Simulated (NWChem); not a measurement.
## Basis-set convergence for H₆AlNO

```xyz
9

Al     0.2099    -0.7258     0.0000
H      0.7767    -1.3190     1.3924
H      0.7767    -1.3190    -1.3924
O     -1.4290    -0.0656     0.0000
H     -2.2215    -0.6228     0.0000
N      0.9201     1.2149     0.0000
H      0.0231     1.7295     0.0000
H      1.4542     1.4937    -0.8338
H      1.4542     1.4937     0.8338
```
Charge 0, spin multiplicity 1.

Program: NWChem. All single points use one geometry, from PBE/def2-SVP, a minimum by its harmonic frequencies. It is one conformer; others weren't searched.

Quantity: LUMO energy at the level PBE.

The Pople sets run with spherical d functions. The structure started from a generated list of species.

```csv
basis,functions,LUMO energy (eV)
6-31G*,58,-0.23
6-31+G*,70,…
pcseg-1,76,-0.68
6-311G**,98,-0.74
def2-SVPD,115,-1.00
aug-cc-pVDZ,127,…
def2-TZVP,135,-0.82
cc-pVTZ,178,-0.74
pcseg-2,178,…
def2-TZVPP,188,-0.84
```

What belongs in the gaps?


- 6-31+G*, LUMO energy (eV): -1.15
- aug-cc-pVDZ, LUMO energy (eV): -1.38
- pcseg-2, LUMO energy (eV): -1.09
